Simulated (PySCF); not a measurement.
**Working out the excitation energy of Rh**

Rh [Kr] 4d8 5s1 (4F) → Rh [Kr] 4d9 (2D). Calculation: PySCF 2.14, in def2-TZVPPD with the def2 core potential (28 electrons) (6s4p3d2f1g, 56 functions); a scalar-relativistic core potential. Frozen: nothing. Energies in hartree (1 hartree = 27.21139 eV):

```json
{"part": "UHF", "Rh (lower)": "-109.745327", "Rh (upper)": "-109.683487"}
{"part": "MP2 opposite-spin", "Rh (lower)": "-0.353840", "Rh (upper)": "-0.390321"}
{"part": "MP2 same-spin", "Rh (lower)": "-0.173212", "Rh (upper)": "-0.185889"}
```

Task: What does Hartree-Fock give?

Result: (-109.683487) − (-109.745327) = 0.061840 hartree = 1.683 eV.

Task: What do MP2 and SCS-MP2 (6/5 opposite-spin, 1/3 same-spin) give?

Result: The opposite-spin parts differ by -0.993 eV and the same-spin parts by -0.345 eV. MP2: 1.683 + (-0.993) + (-0.345) = 0.345 eV. SCS-MP2: 1.683 + 1.2 × (-0.993) + (-0.345)/3 = 0.376 eV.

Measured between the centres of the two terms (NIST): 0.342 eV, so MP2 (valence and next inner shell) is off by 0.003 eV.

What remains against the reference includes basis incompleteness and correlation beyond second order.
